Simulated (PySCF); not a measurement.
## C6H6N: g tensor and hyperfine couplings

Species: C₆H₆N (doublet state).
Geometry (GFN2-xTB, Å), atoms numbered from 1 in this order:
```xyz
13
C6H6N angstrom
N      4.314    0.279   -1.012
C      3.233    0.017   -0.647
C      2.025   -0.295   -0.226
C      0.801   -0.520    0.152
C     -0.349    0.352   -0.143
C     -1.697   -0.282   -0.380
C     -1.449    0.472    0.882
H      0.568   -1.411    0.731
H     -0.103    1.236   -0.718
H     -2.328    0.158   -1.136
H     -1.764   -1.359   -0.330
H     -1.909    1.440    1.009
H     -1.348   -0.086    1.801
```

The hyperfine couplings belong to this conformer and change with its torsions.

The species is `N#C/[C]=C\C1CC1` [radical].

Level of theory: PySCF, UKS B3LYP, pcH-1 on C H N, non-relativistic, mean-field spin-orbit, GIAO. The structure is a single GFN2-xTB conformer in the gas phase; no vibrational or solvent corrections. Couplings are sensitive to structure, and on GFN2-xTB geometries they can be far from those on DFT ones. No stability test was run, so a lower SCF solution isn't excluded. ⟨S²⟩ is 0.774 where a pure state has 0.75.

| Quantity | Value |
| --- | --- |
| g1, g2, g3 | 2.00165, 2.00232, 2.00372 |
| g_iso | 2.00256 |
| Form of g | rhombic: the two nearest values differ by 32 % of g3 − g1 |
| ⟨S²⟩ | 0.7739 (exact 0.7500) |
| HOMO–LUMO gap, α and β orbitals | 4.71, 4.05 eV |
| Total energy | -286.88746 Eh |
| Basis functions | 235 |

Hyperfine couplings atom by atom, in G; T1 to T3 are the principal values of the dipolar part (MHz turned into gauss with g_iso; 10 G = 1 mT):

```tsv
atom	isotope	a_iso	T1	T2	T3	Mulliken spin population
N1	14N	4.2	-8.4	-5.3	13.6	0.49
C2	13C	-24.5	-7.6	-1.4	9.0	-0.24
C3	13C	25.6	-24.8	-18.2	43.0	0.81
C4	13C	-17.4	-5.7	1.9	3.8	-0.16
C5	13C	27.9	-1.8	-1.6	3.3	0.05
C6	13C	-1.5	-0.1	0.0	0.1	0.00
C7	13C	-1.5	-0.1	0.0	0.1	0.00
H8	1H	45.7	-1.5	-1.2	2.7	0.06
H9	1H	-1.4	-1.6	-0.5	2.1	0.00
H10	1H	-0.3	-0.3	-0.2	0.5	0.00
H11	1H	0.3	-0.3	-0.3	0.6	0.00
H12	1H	-0.3	-0.3	-0.2	0.5	0.00
H13	1H	0.3	-0.3	-0.3	0.6	0.00
```

The largest Mulliken spin populations are on C3 (+0.81), N1 (+0.49), C2 (-0.24) and C4 (-0.16).

Axes: g1 points within 10° of the C2–C3 bond.

Under fast tumbling the dipolar parts average out, and these isotropic splittings remain: 1 × 1H (H8, I = 1/2, 2 lines) with 4.57 mT, 1 × 14N (N1, I = 1, 3 lines) with 0.42 mT, 1 × 1H (H9, I = 1/2, 2 lines) with 0.14 mT, 2 × 1H (H10/H12, I = 1/2, 3 lines) with 0.03 mT and 2 × 1H (H11/H13, I = 1/2, 3 lines) with 0.03 mT.

The 13C coupling of C5 (78.2 MHz) shows only in satellite lines or after enrichment, since that isotope makes up about 1.07 % of natural carbon.

Time: 42 s wall (with the writing of density and orbital grids); peak memory 0.89 GiB. Hardware: one thread of an Arm Neoverse V2, shared host.
